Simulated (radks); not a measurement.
Neutral bismuth inside a hard spherical wall (all orbitals vanish at R), configuration held at [Hg] 6p3 and not refilled when levels cross. All-electron calculation, scalar-relativistic Kohn-Sham, LDA (Slater exchange, Perdew-Wang correlation), spin-polarised, spherical densities, finite nucleus; open shells are filled with parallel spins first (spin-orbit coupling, left out, can overturn this in heavy ions); Fermi nuclear charge, rms radius 5.5211 fm. Program: a radial shooting solver on a logarithmic mesh with Libxc functionals. Eigenvalues in eV for spin up, with the zero of energy where the potential of the charges vanishes at infinity; a dash marks a level that is unbound or too diffuse for the functional's potential to be trusted. A positive occupied level is held by the wall or, in an anion where self-interaction has pushed it up, behind a barrier. The pressure on the wall is -dE/dV.

R (bohr),E (hartree),kinetic (hartree),e(5p),e(5d),e(6s),e(6p),"e(7s, empty)","e(6d, empty)",pressure (GPa)
free,-21512.8753,24375.419,-95.817,-27.146,-15.160,-5.267,-0.724,-,0
15,-21512.8753,24375.419,-95.817,-27.146,-15.159,-5.267,-0.682,0.873,< 0.0001
12,-21512.8753,24375.419,-95.814,-27.143,-15.157,-5.264,-0.542,1.151,0.000569
8,-21512.8714,24375.452,-95.600,-26.934,-14.982,-5.090,0.955,2.545,0.173
6,-21512.8309,24375.703,-94.502,-25.873,-14.126,-4.081,5.630,5.685,3.55
4,-21512.2730,24378.343,-88.635,-20.365,-9.026,3.161,31.027,20.445,126
3.5,-21511.6102,24381.202,-84.526,-16.578,-4.631,9.478,50.422,31.447,374
2,-21491.6480,24456.189,-34.721,35.270,85.949,125.95,320.76,187.06,29100
